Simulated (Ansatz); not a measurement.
Total energies of AlB2H5OSi, SMILES `B[O][Al]1[BH][SiH2]1`.

```xyz
10

B    -2.259    0.628   -1.355
O    -1.646   -0.006   -0.342
Al   -0.271   -0.432    0.536
B     1.153   -1.103    1.757
Si    2.152   -0.076    0.578
H    -3.451    0.528   -1.465
H    -1.613    1.283   -2.133
H     1.330   -1.778    2.714
H     3.476    0.453    0.146
H     1.127    0.503   -0.435
```

Charge 0, multiplicity 1. The structure was optimised at the PBE0-D4/def2-TZVP level. It is one conformer, not always the lowest. Basis def2-TZVPP, the Gaussian-basis code of Ansatz.

RPA on PBE orbitals: Hartree–Fock energy of these orbitals -658.00498 Eh, correlation -1.10911 Eh (frozen core).

```
functional  energy without D4 (Eh)  D4 term (kJ/mol)
       PBE              -659.47497             -19.8
    revPBE              -659.77818             -53.3
      BLYP              -659.89009             -42.4
    r2SCAN              -659.80622              -4.8
    B97M-V              -659.80575                 –
     B3LYP              -659.98615             -32.2
     BHLYP              -659.86724             -27.6
   ωB97M-V              -659.83747                 –
    B2PLYP              -659.59054                 –
  PBE-QIDH              -659.34225                 –
```

Give the same for LDA (SPW92), PBE0, r2SCANh, r2SCAN0, HSE06 (plane-wave form), CAM-B3LYP, LC-ωPBE, ωB97X-V. (Best estimate.)

Computed: 
```
             functional  energy without D4 (Eh)  D4 term (kJ/mol)
            LDA (SPW92)              -656.58944                 –
                   PBE0              -659.53793             -16.9
                r2SCANh              -659.79631              -5.2
                r2SCAN0              -659.78252              -5.8
HSE06 (plane-wave form)              -659.51806             -16.0
              CAM-B3LYP              -659.87420             -17.5
                LC-ωPBE              -659.65107                 –
                ωB97X-V              -659.80063                 –
```

B3LYP takes the VWN-RPA correlation (the form of Gaussian; ORCA's B3LYP/G). HSE06 is the plane-wave form, built on full-range PBE exchange. The double hybrids freeze the cores in their second-order part.

LC-ωPBE has ω = 0.4 bohr⁻¹.
